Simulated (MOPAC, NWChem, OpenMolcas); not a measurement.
A ladder of methods for CuF (fluorocopper)

CuF, singlet, SMILES `[F][Cu]`. Each level relaxes the structure for itself.

Each level gives the harmonic wavenumber (cm⁻¹). The values are calculated.

(1) The value from experiment is 623 cm⁻¹ (Huber and Herzberg, Constants of Diatomic Molecules). From what is known of these methods, estimate their order from the nearest to it to the farthest.
A. HF/6-31G* (Cartesian functions) (OpenMolcas)
B. BP86/def2-SVP (NWChem)
C. B3LYP/6-31G* (Cartesian functions) (OpenMolcas)
D. PM6-D3H4 (MOPAC)
E. PM7 (MOPAC)

Results:

(1) B (628 cm⁻¹, +5), D (596 cm⁻¹, -27), A (664 cm⁻¹, +41), E (490 cm⁻¹, -133), C (781 cm⁻¹, +158).
